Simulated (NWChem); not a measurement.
AlH2 cation; SMILES [AlH2+]

Results from NWChem. All runs use the structure optimised with PBE0-D3(BJ)/def2-TZVP. Core excitations by TDA in a window of 1s orbitals, non-relativistic and unshifted: absolute energies depend strongly on the exact-exchange share.

Question: Predict the results for Al K edge, PBE/def2-TZVP. Quantities: first 1s excitation (eV); dipole oscillator strength of the first; first state with f > 0.002 (eV); dipole oscillator strength of that state.

Answer: 
| Item | Value |
|---|---|
| first 1s excitation (eV) | 1506.8 |
| dipole oscillator strength of the first | 0.0058 |
| first state with f > 0.002 (eV) | 1506.8 |
| dipole oscillator strength of that state | 0.0058 |
